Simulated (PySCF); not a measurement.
**Fractional electron number in Sm (samarium, neutral)**

The 6s beta orbital of [Xe] 4f6 6s2 is emptied in steps (occupation f), with all orbitals relaxed, ending at [Xe] 4f6 6s1. Computed with PySCF 2.14 in def2-SVP with the def2 core potential (28 electrons) (10s6p4d3f1g, 78 functions), with a scalar-relativistic core potential. The exact energy is a straight line in f; departures are measured from the line between the end points of the same method.

| f | PBE0 (eV) | r2SCAN (eV) | LC-wPBE (eV) |
| --- | --- | --- | --- |
| 1 | 0.000 | 0.000 | 0.000 |
| 0.8 | -0.249 | -0.288 | 0.024 |
| 0.6 | -0.375 | -0.423 | 0.034 |
| 0.4 | -0.376 | -0.410 | 0.031 |
| 0.2 | -0.249 | -0.260 | 0.019 |
| 0 | 0.000 | 0.000 | 0.000 |

```tsv
method	E(f=0) − E(f=1) (eV)	−ε at f=1 (eV)	−ε at f=0.4 (eV)
PBE0	5.489	3.937	5.803
r2SCAN	5.250	3.423	5.669
LC-wPBE	5.308	5.467	5.268
```

Orbital energy along the path (eV):

| f | PBE0 | r2SCAN | LC-wPBE |
| --- | --- | --- | --- |
| 1 | -3.937 | -3.423 | -5.467 |
| 0.8 | -4.550 | -4.197 | -5.392 |
| 0.6 | -5.171 | -4.951 | -5.322 |
| 0.4 | -5.803 | -5.669 | -5.268 |
| 0.2 | -6.447 | -6.304 | -5.236 |
| 0 | -6.852 | -6.628 | -5.166 |

Reference removal energy between the ground levels: 5.644 eV (measured; NIST Atomic Spectra Database, ionization energies). The calculation has no spin-orbit coupling.
